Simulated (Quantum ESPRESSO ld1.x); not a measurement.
Problem. Species: neutral selenium. Configuration: [Ar] 3d10 4s2 4p4 (the NIST ground configuration). Calculated with ld1.x of Quantum ESPRESSO 7.5: Dirac Kohn-Sham, PBE, spin-unpolarised, spherical densities, point nucleus; open shells are shared between the two j in proportion to 2j + 1.

Spin-orbit splittings of the eigenvalues, e(l+1/2) - e(l-1/2), with zeta = 2 splitting/(2l+1) and mean radii in bohr:

shell  occ.  splitting (eV)  zeta (eV)  <r> j=l-1/2  <r> j=l+1/2
2p        6               ?          ?       0.1685       0.1723
3p        6           5.873      3.915       0.5824       0.5930
3d       10          0.8945     0.3578       0.6281       0.6324
4p        4          0.3752     0.2501        2.268        2.320

Estimate the 2p splitting.

Solution. 41.76 eV (zeta = 27.84 eV).
